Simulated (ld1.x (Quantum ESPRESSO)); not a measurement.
## An all-electron radial function and its pseudo partner (W (Z = 74))

Columns: radius, all-electron u(r) and pseudo u(r) of the 6p shell (level -6.81 eV) of tungsten in the configuration [Xe] 4f14 5d4 6s1 6p0; PBE, scalar-relativistic, TM scheme, ld1.x (Quantum ESPRESSO) 7.5.

```json
{"r (bohr)": "0.235", "all-electron": "0.0116", "pseudo": "0.0060"}
{"r (bohr)": "0.470", "all-electron": "0.0983", "pseudo": "0.0236"}
{"r (bohr)": "0.705", "all-electron": "-0.1531", "pseudo": "0.0524"}
{"r (bohr)": "0.940", "all-electron": "-0.2557", "pseudo": "0.0912"}
{"r (bohr)": "1.175", "all-electron": "-0.2017", "pseudo": "0.1388"}
{"r (bohr)": "1.410", "all-electron": "-0.0719", "pseudo": "0.1933"}
{"r (bohr)": "1.645", "all-electron": "0.0766", "pseudo": "0.2525"}
{"r (bohr)": "1.880", "all-electron": "0.2150", "pseudo": "0.3138"}
{"r (bohr)": "2.115", "all-electron": "0.3314", "pseudo": "0.3742"}
{"r (bohr)": "2.350", "all-electron": "0.4226", "pseudo": "0.4306"}
{"r (bohr)": "2.585", "all-electron": "0.4893", "pseudo": "0.4796"}
{"r (bohr)": "2.820", "all-electron": "0.5338", "pseudo": "0.5185"}
{"r (bohr)": "3.055", "all-electron": "0.5592", "pseudo": "0.5453"}
{"r (bohr)": "3.290", "all-electron": "0.5688", "pseudo": "0.5591"}
{"r (bohr)": "3.525", "all-electron": "0.5659", "pseudo": "0.5605"}
{"r (bohr)": "3.760", "all-electron": "0.5532", "pseudo": "0.5509"}
{"r (bohr)": "3.995", "all-electron": "0.5334", "pseudo": "0.5327"}
{"r (bohr)": "4.230", "all-electron": "0.5086", "pseudo": "0.5085"}
{"r (bohr)": "4.465", "all-electron": "0.4804", "pseudo": "0.4804"}
{"r (bohr)": "4.700", "all-electron": "0.4500", "pseudo": "0.4500"}
{"r (bohr)": "4.935", "all-electron": "0.4186", "pseudo": "0.4186"}
{"r (bohr)": "5.170", "all-electron": "0.3869", "pseudo": "0.3869"}
{"r (bohr)": "5.405", "all-electron": "0.3555", "pseudo": "0.3555"}
{"r (bohr)": "5.640", "all-electron": "0.3249", "pseudo": "0.3249"}
{"r (bohr)": "5.875", "all-electron": "0.2954", "pseudo": "0.2954"}
{"r (bohr)": "6.110", "all-electron": "0.2675", "pseudo": "0.2675"}
```

Question: How many radial nodes do the two functions have?

Answer: The all-electron 6p function has n − l − 1 = 4 (the table is too coarse to show those close to the nucleus); the pseudo-wave has 0, since the states of the same l below it are removed with the core.

Question: At about which radius was the pseudo-wave matched?

Answer: 4.70 bohr. The columns agree to 0.0005 from 4.23 bohr on; several derivatives are matched, so the curves merge somewhat inside the radius.

Question: Where does each function peak?

Answer: Outermost all-electron maximum near 3.29 bohr, pseudo maximum near 3.52 bohr (to the table’s step).

Question: Is the pseudo-wave norm-conserving?

Answer: Yes: the TM scheme keeps the norm inside the radius equal to the all-electron one, which fixes the energy derivative of the logarithmic derivative at the level.
